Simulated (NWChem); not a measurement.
System: SeBrCl; SMILES Br[Se]Cl

```xyz
3

Se     0.7446    -0.5814     0.0000
Cl    -0.9806    -1.9051     0.0000
Br    -0.2415     1.5106     0.0000
```
Atoms are numbered in this order, from 1.

Computed with NWChem. Pople sets run with spherical d functions. Geometry: optimised at PBE0/def2-SVP. Vzz is the largest principal value of the second derivative of the potential at the nucleus (NWChem prints the opposite sign); η is the asymmetry. Non-relativistic.

```json
[
 {"level": "Hartree-Fock/def2-SVP", "Vzz Se1 (a.u.)": "-9.580", "η Se1": "0.30", "Vzz Cl2 (a.u.)": "3.972", "η Cl2": "0.15", "Vzz Br3 (a.u.)": "7.888", "η Br3": "0.14"},
 {"level": "Hartree-Fock/cc-pVTZ", "Vzz Se1 (a.u.)": "-9.676", "η Se1": "0.31", "Vzz Cl2 (a.u.)": "3.970", "η Cl2": "0.15", "Vzz Br3 (a.u.)": "7.756", "η Br3": "0.14"},
 {"level": "CAM-B3LYP/def2-TZVP", "Vzz Se1 (a.u.)": "-9.896", "η Se1": "0.26", "Vzz Cl2 (a.u.)": "4.168", "η Cl2": "0.20", "Vzz Br3 (a.u.)": "7.911", "η Br3": "0.18"},
 {"level": "CAM-B3LYP/6-31G*", "Vzz Se1 (a.u.)": "[?]", "η Se1": "0.25", "Vzz Cl2 (a.u.)": "[?]", "η Cl2": "0.19", "Vzz Br3 (a.u.)": "[?]", "η Br3": "0.18"}
]
```

Q: What belongs in the gaps?

A: 
- CAM-B3LYP/6-31G*, Vzz Se1 (a.u.): -9.074
- CAM-B3LYP/6-31G*, Vzz Cl2 (a.u.): 3.838
- CAM-B3LYP/6-31G*, Vzz Br3 (a.u.): 7.357
